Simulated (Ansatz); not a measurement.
Basis sets compared for fac-FeF3(NH3)3 (FeN₃F₃H₉). Charge 0, multiplicity 6. Geometry PBE-D4/def2-SVP. Ansatz on 4 threads of INTEL XEON PLATINUM 8581C on a shared host; times are rough, and most runs start from earlier orbitals.

```xyz
16

F     0.720   -0.749    2.100
F     1.162    1.890    0.752
F    -1.621    0.977    1.381
Fe    0.048    0.393    0.785
N    -0.703    1.371   -1.129
N    -1.182   -1.466    0.321
N     1.813   -0.487   -0.354
H    -0.061    2.174   -1.076
H    -1.608    1.668   -0.739
H    -0.818    1.072   -2.103
H    -1.354   -2.035   -0.515
H    -2.067   -1.078    0.675
H    -0.772   -2.044    1.067
H     2.379    0.372   -0.335
H     1.934   -0.972   -1.250
H     2.129   -1.087    0.420
```

Another isomer (sextet) lies 0.04 eV lower at PBE0-D4/def2-TZVP; other spin states weren't run for this one.

Binding counts from free atoms (F doublet, Fe quintet, N quartet, H doublet) in the same basis, without a counterpoise term.

```tsv
level	functions	energy (Eh)	HOMO (eV)	LUMO (eV)	binding per atom (eV)	wall time
PBE-D4/def2-SVP	160	-1731.8357	-4.78	-3.20	3.58	2 s
PBE0-D4/def2-SVP	160	-1731.8631	-7.53	-1.98	3.43	2.9 s
```

(1) Estimate the rows for PBE-D4/def2-TZVP (with forces), PBE0-D4/def2-TZVP.

## Answers

(1) 
| level | functions | energy (Eh) | HOMO (eV) | LUMO (eV) | binding per atom (eV) | wall time |
| --- | --- | --- | --- | --- | --- | --- |
| PBE-D4/def2-TZVP (with forces) | 285 | -1732.5974 | -5.32 | -3.73 | 3.53 | 3.8 s |
| PBE0-D4/def2-TZVP | 285 | -1732.6127 | -7.90 | -2.30 | 3.42 | 8.5 s |
